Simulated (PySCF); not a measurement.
## Si⁺ (silicon, charge +1) across methods

[Ne] 3s2 4s1, 2S determinant (an excited configuration). Computed with PySCF 2.14 in dyall-av3z (19s12p3d2f, 84 functions), with the non-relativistic Hamiltonian (point nucleus).

```csv
method,E (hartree),mean ε 3s β (eV),mean ε 3s α (eV),mean ε 4s α (eV),Σ⟨r²⟩ (bohr²),⟨S²⟩
M06,-288.7835,-23.646,-23.578,-7.154,39.93,0.750
PW91,-288.7647,-22.651,-22.814,-6.676,41.53,0.750
LDA,-287.6252,-22.759,-22.927,-6.606,41.77,0.750
r2SCAN,-288.7373,-22.870,-22.932,-6.647,42.23,0.751
PBE,-288.6360,-22.590,-22.744,-6.664,41.65,0.750
UHF,-288.28420,-26.422,-26.785,-7.854,44.68,0.750
PBE0,-288.6570,-23.769,-23.960,-7.064,42.10,0.750
M06-2X,-288.7859,-25.026,-24.836,-7.743,38.73,0.751
MN15,-288.7684,-24.178,-24.513,-7.204,41.97,0.750
```

The outer electron is Rydberg-like, and this basis confines it to a smaller radius and binds it less than a complete one would.
